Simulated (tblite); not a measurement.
Input of a run (GFN2-xTB geometry optimisation, gas phase (tblite 0.8.0)), started from a force field or distance geometry:
```
{"job": {"kind": "relax", "xc": "GFN2-xTB", "basis": "xTB"}, "charge": -1, "multiplicity": 1}
C     -1.160400     1.089900    -0.185900
C     -0.394900    -0.179600    -0.165600
C     -0.692400    -0.852700     1.161700
C      1.054400    -0.077400    -0.484700
C      1.905300     0.768500     0.386900
F      3.196000     0.670800    -0.156100
F      2.017600     0.378400     1.688400
F      1.585100     2.120900     0.346200
C     -0.953500    -1.111000    -1.206300
O     -1.938000    -0.739700    -1.922500
O     -0.397200    -2.381400    -1.380500
H     -2.134500     0.913200     0.380300
H     -0.714800     1.947900     0.330200
H     -1.484700     1.377300    -1.210900
H      0.130400    -1.386000     1.596700
H     -1.520700    -1.576800     0.992200
H     -1.095400    -0.079800     1.880300
H      1.128300     0.256500    -1.543500
H      1.459600    -1.129900    -0.514400
```

Output (eV, eV/Å):
```
step      E/eV     max force
  0   -1074.32682    6.999
  1   -1075.33135    0.956
  2   -1075.40261    0.801
  3   -1075.47325    1.036
  4   -1075.49931    0.880
  5   -1075.52091    0.541
  6   -1075.54739    0.262
  7   -1075.55650    0.285
  8   -1075.56664    0.240
  9   -1075.57291    0.187
 10   -1075.58077    0.231
 11   -1075.58833    0.193
 12   -1075.59487    0.215
 13   -1075.60003    0.166
 14   -1075.60513    0.160
 15   -1075.61021    0.181
 16   -1075.61498    0.171
 17   -1075.61882    0.114
 18   -1075.62187    0.118
 19   -1075.62475    0.148
 20   -1075.62771    0.151
 21   -1075.63088    0.155
 22   -1075.63483    0.164
 23   -1075.64051    0.228
 24   -1075.64860    0.339
 25   -1075.65817    0.316
 26   -1075.66723    0.236
 27   -1075.67366    0.167
 28   -1075.67805    0.219
 29   -1075.68103    0.210
 30   -1075.68343    0.152
 31   -1075.68543    0.118
 32   -1075.68860    0.150
 33   -1075.69101    0.187
 34   -1075.69524    0.173
 35   -1075.69822    0.167
 36   -1075.70080    0.140
 37   -1075.70315    0.120
 38   -1075.70546    0.112
 39   -1075.70716    0.110
 40   -1075.70852    0.091
 41   -1075.70992    0.107
 42   -1075.71196    0.141
 43   -1075.71406    0.154
 44   -1075.71644    0.119
 45   -1075.71876    0.113
 46   -1075.72133    0.123
 47   -1075.72425    0.129
 48   -1075.72717    0.131
 49   -1075.72943    0.106
 50   -1075.73026    0.131
 51   -1075.73145    0.074
 52   -1075.73209    0.057
 53   -1075.73272    0.046
 54   -1075.73326    0.060
 55   -1075.73393    0.072
 56   -1075.73464    0.070
 57   -1075.73534    0.055
 58   -1075.73600    0.067
 59   -1075.73678    0.071
 60   -1075.73781    0.073
 61   -1075.73913    0.082
 62   -1075.74064    0.103
 63   -1075.74213    0.102
 64   -1075.74337    0.128
 65   -1075.74432    0.102
 66   -1075.74517    0.075
 67   -1075.74601    0.076
 68   -1075.74699    0.076
 69   -1075.74759    0.062
 70   -1075.74822    0.069
 71   -1075.74886    0.070
 72   -1075.74982    0.099
 73   -1075.75089    0.092
 74   -1075.75152    0.141
 75   -1075.75222    0.062
 76   -1075.75264    0.054
 77   -1075.75346    0.056
 78   -1075.75420    0.059
 79   -1075.75502    0.063
 80   -1075.75567    0.074
 81   -1075.75636    0.052
 82   -1075.75720    0.077
 83   -1075.75808    0.079
 84   -1075.75880    0.060
 85   -1075.75939    0.055
 86   -1075.75987    0.093
 87   -1075.76030    0.069
 88   -1075.76074    0.056
 89   -1075.76134    0.054
 90   -1075.76181    0.055
 91   -1075.76277    0.093
 92   -1075.76376    0.123
 93   -1075.76465    0.070
 94   -1075.76531    0.050
 95   -1075.76576    0.051
 96   -1075.76605    0.040
 97   -1075.76627    0.046
 98   -1075.76646    0.036
 99   -1075.76660    0.023
100   -1075.76673    0.024
101   -1075.76683    0.025
102   -1075.76694    0.025
103   -1075.76707    0.027
104   -1075.76723    0.032
105   -1075.76740    0.035
106   -1075.76763    0.041
107   -1075.76799    0.049
108   -1075.76855    0.054
109   -1075.76925    0.053
110   -1075.76985    0.047
111   -1075.77017    0.036
112   -1075.77041    0.041
113   -1075.77074    0.056
114   -1075.77119    0.043
115   -1075.77174    0.067
116   -1075.77223    0.045
117   -1075.77245    0.043
118   -1075.77275    0.035
119   -1075.77307    0.031
120   -1075.77345    0.037
121   -1075.77384    0.063
122   -1075.77425    0.052
123   -1075.77487    0.047
124   -1075.77562    0.037
125   -1075.77590    0.037
126   -1075.77608    0.052
127   -1075.77623    0.030
128   -1075.77639    0.030
129   -1075.77660    0.031
130   -1075.77677    0.025
131   -1075.77688    0.017
132   -1075.77693    0.017
133   -1075.77696    0.009
```

Q: Summarise the run.

A: The energy falls by 139.9 kJ/mol over 133 L-BFGS steps, the largest force on an atom goes from 7.00 to 0.009 eV/Å, and the atoms move by 0.497 Å rms after alignment. The bond that changes most is C9–O11 (carboxylate carbon to carboxylate oxygen), which shortens by 0.164 Å. Bonds longer at the end by more than 0.005 Å: 6 of 18; shorter: 11. Among the angles that change most is O10–C9–O11, from 120.2° to 130.4°. Among the dihedrals that turn most is C4–C2–C3–H17, from 111° to 69°. The energy never rose by more than 1e-5 eV on the way. The first step brought 69 % of the lowering.

Q: What are the final bond lengths?

A: C1–C2 1.524 Å, C2–C3 1.527 Å, C2–C4 1.531 Å, C4–C5 1.504 Å, C5–F6 1.364 Å, C5–F7 1.346 Å, C5–F8 1.350 Å, C2–C9 1.633 Å, C9=O10 1.230 Å, C9–O11 1.234 Å, C1–H12 1.088 Å, C1–H13 1.092 Å, C1–H14 1.090 Å, C3–H15 1.089 Å, C3–H16 1.088 Å, C3–H17 1.093 Å, C4–H18 1.093 Å, C4–H19 1.097 Å. Numbering counts from 1 in the input's order; the species is `CC(C)(CC(F)(F)F)C(=O)[O-]`.

The run took 1.6 s of wall time on one thread, Arm Neoverse N1 (aarch64), shared host with 64 logical CPUs at a one-minute load of 55.

Its GFN2-xTB frequencies are all real (lowest 38 cm⁻¹). 3 starts were optimised and ended at 0.00, 2.06 and 2.07 kcal/mol (GFN2-xTB); the lowest of these is shown.

One conformer stands for the species.

These are computed values.
